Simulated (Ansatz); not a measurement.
Ligand-field states of fac-TiCl3(H2O)3 (TiCl3O3H6) at its B3LYP-D4/def2-SVP geometry (relaxed as a doublet).

```xyz
13

Ti    0.231   -0.534    0.117
Cl    2.016   -0.749    1.520
O    -1.424    0.334   -1.086
H    -2.172   -0.194   -0.750
H    -1.224   -0.050   -1.960
Cl   -1.495   -1.933    0.925
O     1.392    1.100   -0.877
H     1.655    0.589   -1.670
H     2.204    1.193   -0.352
Cl    0.760   -1.573   -1.938
O    -0.661    0.789    1.675
H     0.015    0.892    2.365
H    -1.298    0.135    2.031
```

CASSCF(1,5) on the Ti 3d shell in def2-SVP, averaged with equal weights over 5 doublets, then SC-NEVPT2; Ansatz, no spin–orbit coupling. The space holds no ligand orbitals and no second d shell, so covalent complexes are described poorly.

**Question.** Estimate the states' energies above the lowest.

**Answer.** 
```tsv
state	CASSCF (eV)	NEVPT2 (eV)
doublet 1	0.00	0.00
doublet 2	0.14	0.14
doublet 3	0.18	0.20
doublet 4	1.49	1.68
doublet 5	1.58	1.76
```
The lowest NEVPT2 state is a doublet. Hardware: 4 threads of Arm Neoverse N1 on a shared host. Wall time 41 s, peak host memory 1.3 GiB.
